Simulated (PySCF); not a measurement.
**Dipole moment and polarisability of `COBOC`**

Species: C2H7BO2.
Atom-mapped SMILES: `[CH3:1][O:2][BH:3][O:4][CH3:5]` (hydrogens: H6, H7, H8 on C1; H9 on B3; H10, H11, H12 on C5)

Geometry (PBE0-D3(BJ)/def2-SVP, Å), atoms numbered from 1 in this order:
```xyz
12
C2H7BO2 angstrom
C      2.3464    0.5162    0.2965
O      0.9946    0.8054    0.5084
B      0.0066    0.0062    0.0538
O     -1.2653    0.3720    0.3184
C     -2.3637   -0.3786   -0.1128
H      2.8194    1.3340   -0.2704
H      2.8647    0.4294    1.2649
H      2.4878   -0.4251   -0.2619
H      0.2538   -1.0091   -0.5719
H     -2.9504   -0.7166    0.7563
H     -2.0591   -1.2645   -0.6960
H     -3.0172    0.2465   -0.7422
```

Level: B3LYP/def2-SVPD (PySCF), static field, nuclei fixed, core orbitals frozen in the response. The polarisability tensor in these axes (au):

```
x   64.64  3.73  1.54
y    3.73 44.81  2.46
z    1.54  2.46 42.04
```

Diagonalise the tensor; give its mean and Δα, where Δα² is half the sum of the squared differences of the eigenvalues.

Principal values 40.59, 45.42 and 65.49 au; mean 50.50 au = 7.48 Å³ = 8.33 × 10⁻⁴⁰ C²·m²/J; Δα = 22.87 au (45 % of the mean).

What is the dipole moment, and where does it point?

(0.33, -1.34, -0.83) D, 1.61 D in size, pointing from the negative to the positive side. Measured along this direction, the outermost atoms are O4 and O2 at the negative end and H9 at the positive end.

Find the Langevin capture rate constant for NO+ (29.998 u) meeting this molecule (74.054 u), k = 2.342 × 10⁻⁹ cm³/s × √(α in Å³ / reduced mass in u).

The reduced mass is 21.35 u, so k = 1.39 × 10⁻⁹ cm³/s. The formula leaves out the permanent dipole, which adds to the capture rate.

Refractivity n − 1 of an ideal gas of it at 400 K and 1 atm, from the electronic α?

N = p/kT = 1.8347 × 10¹⁹ cm⁻³, so n − 1 = 2π × N × 7.48 × 10⁻²⁴ cm³ = 863 × 10⁻⁶ at long wavelengths, for an ideal gas.

Traceless (Buckingham) quadrupole moment about the centre of nuclear charge: eigenvalues?

-6.42, -1.46, 7.88 D·Å. The values depend on the origin, since the dipole doesn't vanish. The electronic extent ⟨r²⟩ about the same centre is 601 bohr², a root-mean-square distance of 2.05 Å for the 40 electrons.

In a dilute gas of rigid molecules at 500 K, how does the orientational term μ²/3kT compare with the electronic polarisability?

In Gaussian units μ²/3kT = 12.46 Å³ against 7.48 Å³, a ratio of 1.67; the Debye molar polarisation (4π/3)N_A(α + μ²/3kT) is 50.3 cm³/mol, leaving out the vibrational part.

The structure is a single PBE0-D3(BJ)/def2-SVP conformer in the gas phase; no vibrational or solvent corrections.
